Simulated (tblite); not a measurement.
C6H12O2SSi.
Cartesian coordinates in Å at the GFN2-xTB level; atoms count from 1:
```xyz
22
C6H12O2SSi angstrom
C     -1.2134   -0.6979    2.0816
C     -0.2283   -0.8809    1.2112
C      0.3444    0.1371    0.3442
S     -0.6705    1.5630    0.0026
C     -2.1291    0.9305   -0.8903
O      0.0770    2.3957   -0.9118
O     -1.1245    2.1984    1.2108
Si     2.1685    0.7318    0.3328
C      1.1387   -0.2220   -0.9250
C      1.3443   -1.6820   -1.2657
H     -1.6799    0.2613    2.2171
H     -1.5650   -1.5060    2.7001
H      0.2308   -1.8590    1.1303
H     -2.6138    0.1977   -0.2590
H     -1.7885    0.4905   -1.8180
H     -2.7856    1.7692   -1.0820
H      2.9867   -0.1315    1.1747
H      2.5133    2.1251    0.2032
H      0.7909    0.3496   -1.7791
H      1.9696   -1.7688   -2.1513
H      0.3896   -2.1668   -1.4728
H      1.8344   -2.2155   -0.4550
```

Calculated harmonic vibrations of the isolated species, GFN2-xTB (tblite), most abundant isotopes, no scaling. The method is semi-empirical: single wavenumbers can be off by several per cent or more. Modes of hydrogen on silicon can be 10 to 20 % off. One conformer, not necessarily the lowest.

Harmonic wavenumbers (cm⁻¹): 51.5, 81.8, 93.1, 104.4, 158.1, 176.7, 199.2, 226.4, 232.6, 247.1, 288.1, 316.3, 325.9, 383.1, 438.2, 454.7, 496.3, 504.1, 522.3, 559.1, 626.7, 680.7, 710.7, 732.8, 770.1, 838.7, 849.0, 873.9, 902.7, 974.4, 1008.8, 1019.2, 1064.9, 1100.1, 1104.8, 1157.2, 1226.6, 1248.5, 1261.2, 1300.3, 1317.9, 1406.6, 1412.9, 1426.9, 1434.2, 1494.0, 1502.1, 1674.9, 2324.0, 2468.2, 2993.6, 3023.4, 3034.3, 3038.5, 3042.6, 3066.5, 3084.7, 3087.6, 3110.4, 3154.9.

A = 1304, B = 930.5, C = 800.9 MHz; mass 176.033 u (most abundant isotopes); point group C1, symmetry number 1.

Question: What is the zero-point energy?

Answer: ½Σν̃ = 36204 cm⁻¹ = 103.51 kcal/mol.

Question: Entropy at 298.15 K, 1 bar (ideal gas, RRHO, classical rotation)?

Answer: Translation 41.43, rotation 30.18, vibration 40.30: S = 111.9 cal/(mol K).

Question: And Cp and H(298.15 K) − H(0)?

Answer: Cp = 50.74 cal/(mol K), of which vibrations give 42.79 (their classical limit is 60 R = 119.2); H(298.15 K) − H(0) = 8.92 kcal/mol without the zero-point energy, 6.55 from vibrations.

Question: Blend soft modes into free rotors: weight 1/[1 + (100 cm⁻¹/ν̃)⁴] for the oscillator and the rest for a rotor with moment μB/(μ + B), μ = h/(8π²ν), B = 10⁻⁴⁴ kg m². What vibrational entropy results?

Answer: 37.96 cal/(mol K) in place of 40.30, which changes −T·S at 298.15 K by +0.70 kcal/mol.

Question: What must be added to the electronic energy to get the Gibbs energy at 298.15 K and 1 bar?

Answer: ZPE + [H(298.15 K) − H(0)] − T·S = 103.51 + 8.92 − 33.37 = 79.06 kcal/mol.

Hindered rotation and anharmonicity are outside this model. Other conformers, if any are populated, would add a mixing term that is left out. The structure is chiral; the term R ln 2 for an equal mix with its mirror image is left out.
